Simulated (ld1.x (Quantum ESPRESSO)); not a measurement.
# titanium (Ti), TM semilocal: configuration errors across variants

- Element: titanium
- Generator: ld1.x (Quantum ESPRESSO) 7.5
- Type: norm-conserving Troullier–Martins (semilocal form)
- Functional: LDA (PZ)
- Relativity: scalar-relativistic
- Frozen core: [Ne]
- Valence charge: 12
- Reference configuration: 3s2 3p6 3d2 4s1 4p1
- Partial waves: 3s (bound): rc 1.15 bohr; 3d (bound): rc 1.25 bohr; 3p (bound): rc 1.15 bohr
- Local potential: the p channel
- Core correction: none

Occupied shells without a wave of their own: 4p, 4s. They enter only through the test configuration that unscreens the potential.

All-electron excitation energies from the reference (eV): (1) 3s2 3p6 3d2 4s2 4p0 -3.136; (2) 3s2 3p6 3d2 4s1 4p0 4.399; (3) 3s2 3p6 3d2 4s0 4p0 18.199; (4) 3s2 3p6 3d1 4s0 4p0 45.389; (5) 3s2 3p6 3d2 4s1.5 4p0 -0.120; (6) 3s2 3p6 3d1 4s2 4p1 1.678; (7) 3s2 3p6 3d3 4s1 4p0 -2.077; (8) 3s2 3p6 3d2 4s1 4p1 spin -1.615; (9) 3s2 3p6 3d2 4s2 4p0 spin -3.807.

Spin tests fill each open shell by Hund’s rule, majority spin first.

A semilocal file is local in each channel, so a ghost entry of none says nothing of the separable form that plane-wave codes build from it.

For the base: The 4p, 4s levels have no wave, so the channel is fitted at the deeper level alone: the likely source of the large errors.

The file “wave 3s (bound): rc 1.15 bohr becomes 3s (bound): rc 1.50 bohr” misses its own reference levels by 0.5 eV. The file “wave 3s (bound): rc 1.15 bohr becomes 3s (bound): rc 1.68 bohr” misses its own reference levels by 0.8 eV.

Errors AE − PS in meV (a dash: test not solved or not reliable):

```tsv
change	(1)	(2)	(3)	(4)	(5)	(6)	(7)	(8)	(9)	bound ghosts
base	+74	-11	-158	-248	+38	+144	+0.4	+83	+136	none
wave 3s (bound): rc 1.15 bohr becomes 3s (bound): rc 0.74 bohr	+43	-11	-103	-160	+20	+93	-0.8	+81	+105	none
wave 3s (bound): rc 1.15 bohr becomes 3s (bound): rc 0.96 bohr	+28	-11	-77	-118	+11	+68	-1.5	+80	+90	none
wave 3s (bound): rc 1.15 bohr becomes 3s (bound): rc 1.10 bohr	+53	-11	-121	-189	+26	+109	-0.5	+82	+115	none
wave 3s (bound): rc 1.15 bohr becomes 3s (bound): rc 1.50 bohr	+421	-6.3	-760	-1202	+241	+689	+12	+107	+474	none
wave 3s (bound): rc 1.15 bohr becomes 3s (bound): rc 1.68 bohr	+686	-3.2	-1214	-1909	+395	+1084	+20	+123	+733	none
```

Give the same row for: wave 3s (bound): rc 1.15 bohr becomes 3s (bound): rc 1.38 bohr.

+276, -8.0, -508, -806, +156, +464, +7.8, +97, +332; bound ghosts: none.
